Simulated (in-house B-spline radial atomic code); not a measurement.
The phosphorus ion P²⁺ is squeezed into an impenetrable sphere of radius R (the orbitals vanish at R). No spin polarisation. Caution: exact exchange at fractional occupations of open shells leaves self-interaction of up to several eV. Method: non-relativistic B3LYP, spherical fractional occupations, point nucleus. Calculated with an all-electron radial atomic-structure program (B-spline basis).

Energies in eV above the free ion in [Ne] 3s2 3p1:

| R (bohr) | highest level (eV) | [Ne] 3s2 3p1 | [Ne] 3s2 3d1 | [Ne] 3s1 3p1 3d1 | -dE/dV in [Ne] 3s2 3p1 (GPa) |
| --- | --- | --- | --- | --- | --- |
| 7.08 | -23.7 | 0.002166 | 12.5 | 23.69 | 0.00826 |
| 6.36 | -23.7 | 0.01062 | 12.6 | 23.79 | 0.0495 |
| 4.99 | -23.4 | 0.203 | 13.39 | 24.6 | 1.48 |
| 3.95 | -21.9 | 1.766 | 16.22 | 27.8 | 19.9 |
| 3.35 | -18.9 | 5.966 | 21.63 | 33.93 | 92.2 |
| 2.96 | -14.8 | 13.08 | 29.62 | 42.76 | 258 |
| 2.68 | -9.61 | 23.02 | 40.02 | 54.03 | 559 |
| 2.06 | 17 | 83.78 | 98.71 | 115.2 | 3690 |
| 1.67 | 62.1 | 203.3 | 208.2 | 224.9 | 15200 |
| 1.41 | 126 | 392.5 | 378.1 | 390.9 | 45800 |

(1) Does [Ne] 3s2 3d1 fall below [Ne] 3s2 3p1 under compression?

(2) Does [Ne] 3s1 3p1 3d1 fall below [Ne] 3s2 3p1 under compression?

The highest level is first positive in the row R = 2.06 bohr, pushed up by confinement above the zero of the free ion's potential. Each configuration is held fixed and needn't be the lowest in the sphere.

Results:

(1) Yes, between R = 1.67 and 1.41 bohr the order changes (near 1.6 bohr by linear interpolation).

(2) Yes, between R = 1.67 and 1.41 bohr the order changes (near 1.43 bohr by linear interpolation).
